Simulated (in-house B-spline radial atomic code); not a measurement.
Orbital energies and mean radii along the 32-electron series, configuration 1s2 2s2 2p6 3s2 3p6 3d10 4s2 4p1/2(2). The effective charge is n√(-2ε), a non-relativistic measure. Computed with an all-electron radial atomic-structure program (B-spline basis): Dirac-Hartree-Fock, jj configuration that fills j = l - 1/2 first, finite nuclei.

```json
{"ion": "Ru12+", "Z": "44", "energy of 2p3/2 (Eh)": "-115.44", "mean radius of 2p3/2 (bohr)": "0.12837", "energy of 3d3/2 (Eh)": "-20.327", "mean radius of 3d3/2 (bohr)": "0.37627", "effective charge of 2p3/2": "30.389"}
{"ion": "Rh13+", "Z": "45", "energy of 2p3/2 (Eh)": "-122.91", "mean radius of 2p3/2 (bohr)": "0.12514", "energy of 3d3/2 (Eh)": "-22.664", "mean radius of 3d3/2 (bohr)": "0.3624", "effective charge of 2p3/2": "31.357"}
{"ion": "Pd14+", "Z": "46", "energy of 2p3/2 (Eh)": "-130.64", "mean radius of 2p3/2 (bohr)": "0.12207", "energy of 3d3/2 (Eh)": "-25.115", "mean radius of 3d3/2 (bohr)": "0.34955", "effective charge of 2p3/2": "32.328"}
{"ion": "Ag15+", "Z": "47", "energy of 2p3/2 (Eh)": "-138.62", "mean radius of 2p3/2 (bohr)": "0.11914", "energy of 3d3/2 (Eh)": "-27.682", "mean radius of 3d3/2 (bohr)": "0.3376", "effective charge of 2p3/2": "33.301"}
{"ion": "Cd16+", "Z": "48", "energy of 2p3/2 (Eh)": "-146.86", "mean radius of 2p3/2 (bohr)": "0.11634", "energy of 3d3/2 (Eh)": "-30.365", "mean radius of 3d3/2 (bohr)": "0.32645", "effective charge of 2p3/2": "34.276"}
{"ion": "In17+", "Z": "49", "energy of 2p3/2 (Eh)": "?", "mean radius of 2p3/2 (bohr)": "?", "energy of 3d3/2 (Eh)": "?", "mean radius of 3d3/2 (bohr)": "?", "effective charge of 2p3/2": "?"}
{"ion": "Sn18+", "Z": "50", "energy of 2p3/2 (Eh)": "-164.1", "mean radius of 2p3/2 (bohr)": "0.11111", "energy of 3d3/2 (Eh)": "-36.073", "mean radius of 3d3/2 (bohr)": "0.30626", "effective charge of 2p3/2": "36.233"}
{"ion": "Sb19+", "Z": "51", "energy of 2p3/2 (Eh)": "?", "mean radius of 2p3/2 (bohr)": "?", "energy of 3d3/2 (Eh)": "?", "mean radius of 3d3/2 (bohr)": "?", "effective charge of 2p3/2": "?"}
{"ion": "Te20+", "Z": "52", "energy of 2p3/2 (Eh)": "-182.38", "mean radius of 2p3/2 (bohr)": "0.10631", "energy of 3d3/2 (Eh)": "-42.241", "mean radius of 3d3/2 (bohr)": "0.28844", "effective charge of 2p3/2": "38.197"}
```

Fill in the row of In17+.

energy of 2p3/2 (Eh): -155.35; mean radius of 2p3/2 (bohr): 0.11367; energy of 3d3/2 (Eh): -33.161; mean radius of 3d3/2 (bohr): 0.31603; effective charge of 2p3/2: 35.254.

Fill in the row of Sb19+.

energy of 2p3/2 (Eh): -173.11; mean radius of 2p3/2 (bohr): 0.10866; energy of 3d3/2 (Eh): -39.1; mean radius of 3d3/2 (bohr): 0.29708; effective charge of 2p3/2: 37.214.

How does the screening of 2p3/2 change?

Z less the effective charge goes from 13.61 at Z = 44 to 13.80 at Z = 52.
